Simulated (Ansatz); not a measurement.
The same path of BFH5PSSn (10 atoms, charge 0, multiplicity 1) was run twice with different band settings. The coordinate that changes most is the dihedral Sn2–B3–P4–H8.

All numbers below come from RKS LDA/def2-SVP in Ansatz.

Relaxed end points:

```xyz
10
Properties=species:S:1:pos:R:3
F -2.388 -0.032 0.274
Sn -1.104 1.035 -0.768
B 0.740 -0.022 -0.094
P 0.331 -1.764 0.448
S 2.306 0.779 -0.227
H -1.376 2.645 -0.220
H -1.667 0.835 -2.382
H -0.971 -1.466 0.990
H 1.100 -1.874 1.658
H 3.113 -0.188 0.322
```

```xyz
10
Properties=species:S:1:pos:R:3
F -2.751 0.701 0.995
Sn -1.380 1.004 -0.356
B 0.462 -0.061 0.345
P 0.708 -1.820 -0.244
S 1.368 0.772 1.606
H -1.276 2.722 -0.446
H -2.072 0.336 -1.787
H 2.143 -1.928 -0.274
H 0.500 -1.644 -1.654
H 2.382 -0.132 1.818
```

Common settings: spring 5.0 eV/Å²; optimiser quadratic models (default); start path IDPP; force threshold 0.05 eV/Å; iteration limit 60; end points relaxed.

| run | movable images | climbing image |
| --- | --- | --- |
| 1 | 5 | yes |
| 2 | 1 | no |

Problem. What does each run give, and how far can it be trusted?

Solution. Run 1: converged after 9 iterations, highest image 0.440 eV above the first end. A vibrational analysis at the climbing image gives one clearly imaginary mode, 242i cm⁻¹: a first-order saddle point.
Run 2: converged after 6 iterations, highest image 0.429 eV above the first end. No image climbed, so the highest image needn't sit at the top of the path. So few images can step over the top or miss a turn of the path.
